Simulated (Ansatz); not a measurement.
Input for Ansatz (a program for electronic structure): U-SVWN5/def2-TZVPP on LiC+, 2S+1 = 3, a spin state set in the input, which need not be the lowest, a point of a bond scan (R = 2.292 Å). Charge +1.

Ansatz 0.2 input:
```yaml
crystal:
  periodic: [false, false, false]
  atoms:
    - {symbol: Li, position_ang: [0.00000000, 0.00000000, 0.00000000]}
    - {symbol: C, position_ang: [0.00000000, 0.00000000, 2.29231700]}
basis:
  gaussian:
    orbitals: def2-TZVPP
    pivot_positions_ang: [[0.00000000, 0.00000000, 0.00000000], [0.00000000, 0.00000000, 2.29231700]]
hamiltonian:
  xc: {name: SVWN5}
total_charge: 1
magnetization: {spin_polarized: true, initial_magnetization: 2}
output: {forces: true, orbitals: {seedname: ./end}}
```

The log:

```
WARN ansatz: RAYON_NUM_THREADS=2 ignored (pool sized by the plan → 2); use --threads N
Functional definition: SVWN5
integrals: 0.01 GiB planned
325 factors; their error is unknown
mean field: 0.10 GiB planned
mean field evaluation 1: about -1211.8410 eV, gradient 2.0e1 eV
mean field evaluation 2: about -1212.4170 eV, gradient 1.7e1 eV
mean field evaluation 4: about -1214.4232 eV, gradient 5.7e-1 eV
mean field evaluation 8: about -1214.4231 eV, gradient 2.6e-3 eV
mean field evaluation 16: about -1214.4046 eV, gradient 1.2e0 eV
mean field evaluation 32: about -1213.8123 eV, gradient 1.0e-1 eV
mean field -1214.42305026 eV, -44.6292239317 hartree, gradient 1.6e-5 eV, S^2 2.002157; 5 other end points of the search recorded, 0 dependent functions left out
the calculation of the forces begins
reference -1214.42309409 eV, -44.6292255423 hartree; 5, 3 occupied and 45, 47 virtual orbitals, 325 factors
Total energy: -1214.42309409 eV, -44.6292255423 hartree
Atom 0 at     0.000000     0.000000     0.000000 Å, force    -0.000000     0.000000     0.040745 eV/Å
Atom 1 at     0.000000     0.000000     2.292317 Å, force     0.000000    -0.000000    -0.040745 eV/Å
Dipole moment:    -0.000000    -0.000000    -1.219494 e Å
```

Self-consistency was reached.

Cost: roughly 0.9 core-seconds.
